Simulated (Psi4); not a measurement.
C₂H₇OSi, doublet, geometry from GFN2-xTB of the parent state (the spin is typed, not shown lowest); BLYP/6-31G (Psi4 1.11).

Input for Psi4:
```
memory 2 GB

molecule mol {
0 2
C    -1.360987   -1.080381   -0.119988
Si   -0.041221    0.317305   -0.215302
C     1.613795   -0.652730   -0.059269
O    -0.229504    1.488079    0.763279
H    -1.202098   -1.878083   -0.844687
H    -1.380467   -1.536679    0.868932
H    -2.352737   -0.667844   -0.300680
H    -0.060560    0.660443   -1.684594
H     1.721419   -1.090756    0.932246
H     2.455652    0.023403   -0.202535
H     1.715059   -1.458717   -0.785145
}

set {
  basis 6-31g
  reference uks
}

energy('blyp')
print_variables()
```

Q: Predict the main parts of the log of this Psi4 run.

A: 
```
   => Loading Basis Set <=

    Name: 6-31G
    Role: ORBITAL
    Keyword: BASIS

         ---------------------------------------------------------
                                   SCF
               by Justin Turney, Rob Parrish, Andy Simmonett
                          and Daniel G. A. Smith
                              UKS Reference
         ---------------------------------------------------------

  ==> Geometry <==

    Molecular point group: c1
    Full point group: C1

    Geometry (in Angstrom), charge = 0, multiplicity = 2:

       Center              X                  Y                   Z               Mass
    ------------   -----------------  -----------------  -----------------  -----------------
         C           -1.349162443724    -1.158843889510    -0.146668775540    12.000000000000
         SI          -0.029396443724     0.238842110490    -0.241982775540    27.976926534650
         C            1.625619556276    -0.731192889510    -0.085949775540    12.000000000000
         O           -0.217679443724     1.409616110490     0.736598224460    15.994914619570
         H           -1.190273443724    -1.956545889510    -0.871367775540     1.007825032230
         H           -1.368642443724    -1.615141889510     0.842251224460     1.007825032230
         H           -2.340912443724    -0.746306889510    -0.327360775540     1.007825032230
         H           -0.048735443724     0.581980110490    -1.711274775540     1.007825032230
         H            1.733243556276    -1.169218889510     0.905565224460     1.007825032230
         H            2.467476556276    -0.055059889510    -0.229215775540     1.007825032230
         H            1.726883556276    -1.537179889510    -0.811825775540     1.007825032230

  Running in c1 symmetry.

  Rotational constants: A =      0.20137  B =      0.19462  C =      0.11392 [cm^-1]
  Rotational constants: A =   6037.03731  B =   5834.49589  C =   3415.27267 [MHz]
  Nuclear repulsion =  169.359750521963122

  Charge       = 0
  Multiplicity = 2
  Electrons    = 41
  Nalpha       = 21
  Nbeta        = 20

  ==> Algorithm <==

  SCF Algorithm Type is DF.
  DIIS enabled.
  MOM disabled.
  Fractional occupation disabled.
  Guess Type is SAD.
  Energy threshold   = 1.00e-06
  Density threshold  = 1.00e-06
  Integral threshold = 1.00e-12

  ==> Primary Basis <==

  Basis Set: 6-31G
    Blend: 6-31G
    Number of shells: 36
    Number of basis functions: 54
    Number of Cartesian functions: 54
    Spherical Harmonics?: false
    Max angular momentum: 1

  ==> DFT Potential <==

   => LibXC <=

    Version 7.1.2
    S. Lehtola, C. Steigemann, M. J. T. Oliveira, and M. A. L. Marques,  SoftwareX 7, 1–5 (2018) (10.1016/j.softx.2017.11.002)

   => Composite Functional: BLYP <=

    BLYP GGA Exchange-Correlation Functional

    P.J. Stephens et. al., J. Phys. Chem., 98, 11623-11627, 1994
    B. Miehlich et. al., Chem. Phys. Lett., 157(3), 200-206 1989

    Deriv               =              1
    GGA                 =           TRUE
    Meta                =          FALSE

    Exchange Hybrid     =          FALSE
    MP2 Hybrid          =          FALSE

   => Exchange Functionals <=

    1.0000     XC_GGA_X_B88

   => Correlation Functionals <=

    1.0000     XC_GGA_C_LYP

   => LibXC Density Thresholds  <==

    XC_GGA_C_LYP:  1.00E-14
    XC_GGA_X_B88:  1.00E-15

   => Molecular Quadrature <=

    Radial Scheme          =       TREUTLER
    Pruning Scheme         =           NONE
    Nuclear Scheme         =       TREUTLER

    Blocking Scheme        =         OCTREE
    BS radius alpha        =              1
    Pruning alpha          =              1
    Radial Points          =             75
    Spherical Points       =            302
    Total Points           =         236816
    Total Blocks           =           1792
    Max Points             =            256
    Max Functions          =             53
    Weights Tolerance      =       1.00E-15

   => Loading Basis Set <=

    Name: (6-31G AUX)
    Role: JKFIT
    Keyword: DF_BASIS_SCF

  ==> Integral Setup <==

  SCF_SUBTYPE=INCORE selected. In-core MEM_DF algorithm will be used.
  Using in-core AOs.

  ==> MemDFJK: Density-Fitted J/K Matrices <==

    J tasked:                   Yes
    K tasked:                    No
    wK tasked:                   No
    Algorithm:                 Core
    Schwarz Cutoff:           1E-12
    Mask sparsity (%):       0.6859
    Fitting Condition:        1E-10

   => Auxiliary Basis Set <=

  Basis Set: (6-31G AUX)
    Blend: CC-PVDZ-JKFIT
    Number of shells: 171
    Number of basis functions: 548
    Number of Cartesian functions: 548
    Spherical Harmonics?: false
    Max angular momentum: 3

  Minimum eigenvalue in the overlap matrix is 1.2560141286E-02.
  Reciprocal condition number of the overlap matrix is 2.5687713606E-03.
    Using symmetric orthogonalization.

  ==> Pre-Iterations <==

  SCF Guess: Superposition of Atomic Densities via on-the-fly atomic UHF (no occupation information).

   -------------------------
    Irrep   Nso     Nmo
   -------------------------
     A         54      54
   -------------------------
    Total      54      54
   -------------------------

  ==> Iterations <==

                           Total Energy        Delta E     RMS |[F,P]|

   @DF-UKS iter SAD:  -444.30930712522314   -4.44309e+02   0.00000e+00
   @DF-UKS iter   1:  -444.16714343890027    1.42164e-01   2.26860e-02 DIIS/ADIIS
   @DF-UKS iter   2:  -441.30329659384910    2.86385e+00   4.46779e-02 DIIS/ADIIS
   @DF-UKS iter   3:  -444.48382298790318   -3.18053e+00   1.53366e-02 DIIS/ADIIS
   @DF-UKS iter   4:  -444.72488601062321   -2.41063e-01   1.16329e-02 DIIS/ADIIS
   @DF-UKS iter   5:  -444.91131287014173   -1.86427e-01   1.69540e-03 DIIS/ADIIS
   @DF-UKS iter   6:  -444.89810434302422    1.32085e-02   3.00564e-03 DIIS/ADIIS
   @DF-UKS iter   7:  -444.90915129902430   -1.10470e-02   2.04463e-03 DIIS/ADIIS
   @DF-UKS iter   8:  -444.91795349482481   -8.80220e-03   6.97082e-04 DIIS/ADIIS
   @DF-UKS iter   9:  -444.91921461315633   -1.26112e-03   1.76836e-04 DIIS/ADIIS
   @DF-UKS iter  10:  -444.91927190817125   -5.72950e-05   1.23902e-04 DIIS/ADIIS
   @DF-UKS iter  11:  -444.91929664237205   -2.47342e-05   6.81521e-05 DIIS
   @DF-UKS iter  12:  -444.91930818519199   -1.15428e-05   1.02916e-05 DIIS
   @DF-UKS iter  13:  -444.91930836217830   -1.76986e-07   3.69942e-06 DIIS
   @DF-UKS iter  14:  -444.91930839173239   -2.95541e-08   4.20087e-07 DIIS
  Energy and wave function converged.

  ==> Post-Iterations <==

   Electrons on quadrature grid:
      Nalpha   =   21.0000149407 ; deviation = 1.494e-05
      Nbeta    =   20.0000111259 ; deviation = 1.113e-05
      Ntotal   =   41.0000260666 ; deviation = 2.607e-05

   @Spin Contamination Metric:   3.310746619E-03
   @S^2 Expected:                7.500000000E-01
   @S^2 Observed:                7.533107466E-01
   @S   Expected:                5.000000000E-01
   @S   Observed:                5.000000000E-01

    Orbital Energies [Eh]
    ---------------------

    Alpha Occupied:

[...]
    Alpha Virtual:

[...]
    Beta Occupied:

[...]
    Beta Virtual:

[...]
      54A      1.469890

    Final Occupation by Irrep:
              A
    DOCC [    20 ]
    SOCC [     1 ]
    NA   [    21 ]
    NB   [    20 ]

  @DF-UKS Final Energy:  -444.91930839173239

   => Energetics <=

    Nuclear Repulsion Energy =            169.3597505219631216
    One-Electron Energy =                -947.4389287617900663
    Two-Electron Energy =                 376.0864994818365972
    DFT Exchange-Correlation Energy =     -42.9266296337420883
    Empirical Dispersion Energy =           0.0000000000000000
    VV10 Nonlocal Energy =                  0.0000000000000000
    Total Energy =                       -444.9193083917323861

  UHF NO Occupations:
  HONO-2 :   19  A 1.9998074
  HONO-1 :   20  A 1.9988944
  HONO-0 :   21  A 1.0000000
  LUNO+0 :   22  A 0.0011056
  LUNO+1 :   23  A 0.0001926
  LUNO+2 :   24  A 0.0001636
  LUNO+3 :   25  A 0.0000960

Computation Completed

Properties will be evaluated at   0.000000,   0.000000,   0.000000 [a0]

Properties computed using the SCF density matrix

 Multipole Moments:

 ------------------------------------------------------------------------------------
     Multipole            Electronic (a.u.)      Nuclear  (a.u.)        Total (a.u.)
 ------------------------------------------------------------------------------------

 L = 1.  Multiply by 2.5417464519 to convert [e a0] to [Debye]
 Dipole X            :         -0.7359720            0.9161332            0.1801612
 Dipole Y            :          4.8703957           -6.0792026           -1.2088069
 Dipole Z            :          1.7536017           -2.0671956           -0.3135939
 Magnitude           :                                                    1.2617501

 ------------------------------------------------------------------------------------

  Variable Map:
  ----------------------------------------------------------------------------
[...]
  Array Variable Map:
  ----------------------------------------------------------------------------
[...]
[...]
```
